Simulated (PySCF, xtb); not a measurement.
TiIH₃, SMILES [TiH3][I], multiplicity 1.

GFN2-xTB (xtb) at its own geometry gives an orbital gap of 1.72 eV and a dipole moment of 5.11 D.

Geometry optimised at PBE0-D3(BJ)/def2-TZVP. The multiplicity is an assumed one; no other spin state was optimised. The structure was generated by enumeration; whether it is a known compound was not checked. The def2 effective core potentials stand for the cores of I; spin–orbit coupling is left out.

Problem. What does PySCF with B3LYP/def2-TZVPD give? (Estimate from the structure and the level; the computed values follow.)

Solution. gap 4.74 eV (levels -8.16 and -3.43 eV), dipole 0.14 D.
